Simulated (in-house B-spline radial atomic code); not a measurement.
Cs. Computed with a B-spline radial atomic code. Model: all-electron spherical atom, spin shells full or empty, radial basis limit, no spin-orbit coupling, Breit or QED, empty-state partial waves extrapolated as (l+1/2)^-4, RPA, G0W0 and static COHSEX of the highest shell as one setting changes (uncorrelated shells keep exact exchange).

Given: element Cs; charge 0; filled core Xe; hamiltonian one-electron scalar X2C; mean-field start PBE0; highest l of empty states 9; nuclear rms radius 4.8041 fm; highest mean-field shell 6s up.

Shell: 6s 1 0 (electrons up and down).

| natural log step of frequency grid | RPA correlation energy (hartree) | G0W0 level (eV) | G0W0 minus most complete (meV) | RPA minus most complete (millihartree) | linearised minus solved G0W0 (meV) |
| --- | --- | --- | --- | --- | --- |
| 0.25 | -4.2248 | -4.1221 | 0 | 0 | -19.1 |
| 0.4 | -4.2248 | -4.1221 | 0 | 0 | -19.1 |
| 0.6 | -4.2248 | -4.1221 | 0 | 0 | -19.1 |
| 0.9 | -4.2249 | -4.1221 | 0 | -0.1 | -19.3 |
| 1.3 | -4.2227 | -4.1235 | -1.4 | 2.1 | -18.8 |
| 1.8 | ? | ? | ? | ? | ? |
| 2.5 | ? | ? | ? | ? | ? |
| 3.5 | -4.177 | -4.0148 | 107.3 | 47.8 | 10.4 |

What follows for natural log step of frequency grid = 1.8?

RPA correlation energy -4.2289 hartree; G0W0 level -4.108 eV; G0W0 minus most complete 14.1 meV; RPA minus most complete -4.1 millihartree; linearised minus solved G0W0 -15.4 meV.

What follows for natural log step of frequency grid = 2.5?

RPA correlation energy -4.3047 hartree; G0W0 level -4.081 eV; G0W0 minus most complete 41 meV; RPA minus most complete -79.9 millihartree; linearised minus solved G0W0 -15 meV.
